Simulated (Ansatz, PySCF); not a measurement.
Complex: HCl (SMILES Cl) (first 2 atoms) with CH3F (SMILES CF); geometry from B3LYP-D3(BJ)/def2-TZVP, rigid monomers moved along the line of their centres of mass till H2···F4 is 1.74 Å.
(charge 0, multiplicity 1):
```xyz
7

Cl     0.165     0.052    -0.136
H      0.215     0.509     1.070
C     -0.468    -0.551     3.335
F      0.072     0.629     2.803
H      0.249    -0.960     4.045
H     -1.405    -0.302     3.831
H     -0.639    -1.249     2.516
```

Interaction energies are E(AB) − E(A) − E(B) at the monomers' geometry in the complex; basis-set methods are counterpoise corrected. Rows marked so take none.

Frozen-core correlation. CBS: X⁻³ extrapolation of the correlation energy, Hartree–Fock from the larger set. Rows in STO-3G carry no dispersion term and start afresh at each structure.

Run with Ansatz (an electronic-structure program) with Gaussian orbitals; PySCF for STO-3G rows, the dispersion terms. Each number belongs to the level named beside it.

Estimate the interaction energy that HF/STO-3G (no counterpoise) returns for this input.

-6.1 kcal/mol

What is the computed interaction energy (r2SCAN-D3(BJ)/def2-TZVPPD)?

-3.9 kcal/mol

Estimate the interaction energy that CCSD(T)/CBS(aug-cc-pV(D+d)Z, aug-cc-pV(T+d)Z) returns for this input.

-3.2 kcal/mol
